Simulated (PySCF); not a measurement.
A calculated (HSE06, PySCF 2.14, x2c-TZVPPall with one added diffuse shell each of s, p, d, f type, the spin-free X2C one-electron Hamiltonian (Gaussian nucleus)) atom or ion has these occupied shells.

```json
{"shell": "1s β", "electrons": "1", "orbital energy (eV)": "-7034.2", "rms radius, mean of both spins (bohr)": "0.0675"}
{"shell": "1s α", "electrons": "1", "orbital energy (eV)": "-7034.2", "rms radius, mean of both spins (bohr)": "0.0675"}
{"shell": "2s α", "electrons": "1", "orbital energy (eV)": "-830.39", "rms radius, mean of both spins (bohr)": "0.289"}
{"shell": "2s β", "electrons": "1", "orbital energy (eV)": "-828.92", "rms radius, mean of both spins (bohr)": "0.289"}
{"shell": "2p α", "electrons": "3", "orbital energy (eV)": "-705.79", "rms radius, mean of both spins (bohr)": "0.261"}
{"shell": "2p β", "electrons": "3", "orbital energy (eV)": "-704.52", "rms radius, mean of both spins (bohr)": "0.261"}
{"shell": "3s α", "electrons": "1", "orbital energy (eV)": "-96.093", "rms radius, mean of both spins (bohr)": "0.876"}
{"shell": "3s β", "electrons": "1", "orbital energy (eV)": "-92.128", "rms radius, mean of both spins (bohr)": "0.876"}
{"shell": "3p α", "electrons": "3", "orbital energy (eV)": "-60.815", "rms radius, mean of both spins (bohr)": "0.943"}
{"shell": "3p β", "electrons": "3", "orbital energy (eV)": "-56.521", "rms radius, mean of both spins (bohr)": "0.943"}
{"shell": "3d α", "electrons": "5", "orbital energy (eV)": "-6.194", "rms radius, mean of both spins (bohr)": "1.48"}
{"shell": "4s β", "electrons": "1", "orbital energy (eV)": "-4.519", "rms radius, mean of both spins (bohr)": "3.60"}
{"shell": "3d β", "electrons": "2", "orbital energy (eV)": "-4.062", "rms radius, mean of both spins (bohr)": "1.48"}
```

(1) Name the element and its charge.

## Answers

(1) Fe (iron, neutral), in [Ar] 3d7 4s1, 4s spin antiparallel (an excited configuration).
